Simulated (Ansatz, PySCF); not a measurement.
Atom: antimony atom, Sb (charge 0, quartet).

Quantity: electron affinity to the triplet, in eV. Set-up: open shells spin-unrestricted; LANL2DZ with its own core potentials from Na on; spin-orbit terms left out; valence correlation only (noble-gas shells and the d and f shells of earlier blocks); each state is the SCF solution reached for its charge and spin; STO-3G and 3-21G all-electron and non-relativistic; def2 sets with scalar-relativistic core potentials past Kr. Sets without +, aug- or the D of def2-TZVPD hold no diffuse functions, which anions need.

```
level               program  electron affinity to the triplet (eV)
------------------  -------  -------------------------------------
HF/LANL2DZ           Ansatz                                  -0.71
PBE/LANL2DZ          Ansatz                                   0.43
B3LYP/STO-3G         Ansatz                                  -4.13
B3LYP/LANL2DZ        Ansatz                                   0.47
M06-2X/LANL2DZ        PySCF                                   0.35
MP2/LANL2DZ          Ansatz                                  -0.61
wB97X-V/def2-TZVPD   Ansatz                                   0.90
```

No value to compare with is used here. The 6 habitual levels span -4.13 (B3LYP/STO-3G) to 0.47 eV (B3LYP/LANL2DZ); wB97X-V/def2-TZVPD gives 0.90.

The levels are drawn from those run, B3LYP/6-31G* more often than the rest, none by its result; runs whose electronic state is in doubt are left out.

Ansatz is a program for electronic structure.
